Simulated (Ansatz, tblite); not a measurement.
Cost and result up the ladder for the cluster Si₅O₆ (the lowest singlet isomer of a short search) (11 atoms). The state is a singlet with charge 0. Geometry: PBE-D4/def2-SVP.

```xyz
11

Si   -3.2099   -0.1262    0.3419
Si   -1.9196    0.1999   -2.5961
Si    2.2709    0.9551    1.1062
Si    1.7449   -1.3511    0.6228
Si   -0.1375   -0.0928   -0.0758
O    -1.5555   -0.2480    0.7889
O    -0.4585    0.0270   -1.7081
O     0.7232    1.2676    0.4535
O     3.2438    2.0213    1.6645
O    -3.0729    0.1160   -1.3417
O     2.3711   -2.7687    0.7438
```

Ansatz on 4 threads of Arm Neoverse V2 on a shared host; xTB runs through tblite on one thread. Times are rough, summed over both states, and most runs start from the orbitals of an earlier one. PBE0-D4/def2-TZVP serves as the yardstick here, not as an exact answer. The other state is a triplet.

The xTB rows come from tblite. The structure comes from a short search, and lower isomers may exist.

xTB has no spin-polarisation term.

| level | functions | wall time |
| --- | --- | --- |
| GFN1-xTB | 69 | 0.029 s |
| GFN2-xTB | 69 | 0.041 s |
| PBE-D4/def2-TZVP | 371 | 22 s |
| r2SCAN-D4/def2-TZVP (with forces) | 371 | 56 s |
| PBE0-D4/def2-TZVP | 371 | 77 s |

Q: Estimate what each level gives for the vertical triplet (eV).

A: 
| level | vertical triplet (eV) | difference from PBE0-D4/def2-TZVP (eV) |
| --- | --- | --- |
| GFN1-xTB | 2.70 | 0.80 |
| GFN2-xTB | 2.54 | 0.64 |
| PBE-D4/def2-TZVP | 1.73 | -0.17 |
| r2SCAN-D4/def2-TZVP (with forces) | 1.65 | -0.25 |
| PBE0-D4/def2-TZVP | 1.90 | 0.00 |
